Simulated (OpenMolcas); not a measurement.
Ho+.

| Item | Value |
| --- | --- |
| Program | OpenMolcas |
| Method | CASSCF |
| Basis | ANO-RCC-VTZP [8s7p5d3f2g1h] |
| Scalar Hamiltonian | DKH2, point nucleus |
| Active space | 12 electrons in 8 orbitals (4f 6s) |
| State averaging | 2S+1 = 5 odd, 35 roots (30 in the spin-orbit step); 2S+1 = 3 odd, 73 roots kept (CI in the orbitals of an earlier block); 2S+1 = 1 odd, 43 roots kept (CI in the orbitals of an earlier block) |
| Spin-orbit coupling | state interaction with AMFI integrals over the reference wave functions, term energies averaged over their components |

Levels without dynamic correlation, in cm-1 above 4f11 6s 5I* 8:

| Level | E |
| --- | --- |
| 4f11 6s 3H* 6 [66 %] | 20756 |
| 4f11 6s 5S* 2 | 21480 |
| 4f11 6s 3S* 1 [71 %] | 22405 |
| 4f11 6s 5F* 4 [73 %] | 22930 |
| 4f11 6s 3F* 2 | 25789 |
| 4f11 6s 5G* 6 | 30031 |
| 4f11 6s 3K* 8 | 30051 |

On this reference, MS-CASPT2, IPEA 0.25 Eh, imaginary shift 0.1 Eh (closed shells correlated: 5s 5p) puts 4f11 6s 3H* 6 [66 %] at 18700 cm-1.

Problem. Estimate the other levels at that method by one scale factor, and say how well it serves.

Solution. The factor is 18700 / 20756 = 0.901. Scaled values beside those that MS-CASPT2 gives:
```tsv
Level	Scaled	MS-CASPT2	Miss (%)
4f11 6s 5S* 2	19353	17750	+9.0
4f11 6s 3S* 1 [71 %]	20187	18290	+10.4
4f11 6s 5F* 4 [73 %]	20660	19280	+7.2
4f11 6s 3F* 2	23236	21680	+7.2
4f11 6s 5G* 6	27058	25610	+5.7
4f11 6s 3K* 8	27076	28210	-4.0
```
For these levels the scaled values miss MS-CASPT2 by up to 10.4 %, as correlation changes each term by its own factor, spin-orbit parts do not scale and CASPT2 has its own spread within terms. This holds within one configuration; levels of others move differently, and the target method has errors of its own against measurement.

CASPT2 breaks the degeneracy within a term, and the mean is taken; among the terms shown or strongly mixed into the levels shown the widest spread is 1100 cm-1 (4f11 6s 5I*, MS-CASPT2). Some high roots are left out of the spin-orbit mixing, which shifts the levels that they would mix with. Terms from blocks run as CI alone lack orbitals of their own. Without dynamic correlation excited terms often stand tens of per cent too high (terms of higher spin than the ground term too low), and those without a measured partner can miss by more than the paired ones (holds for CASSCF). Blocks of more than 70 roots (2S+1 = 3 odd) ran without multistate coupling (holds for MS-CASPT2). The CASPT2 spread within a term exceeds the gap to the next term for 4f11 6s 5F* and 4f11 6s 5S*, 4f11 6s 3F* and 4f11 6s 3S*, 4f11 6s 1P* and 4f11 6s 1D*, so the order of their levels is uncertain, and so are names and mixing where such terms share a J (holds for MS-CASPT2). Levels of configurations outside the active space are missing.

A share in square brackets marks a mixed level and gives the weight of the term that names it, the lowest over the columns. * marks odd parity.
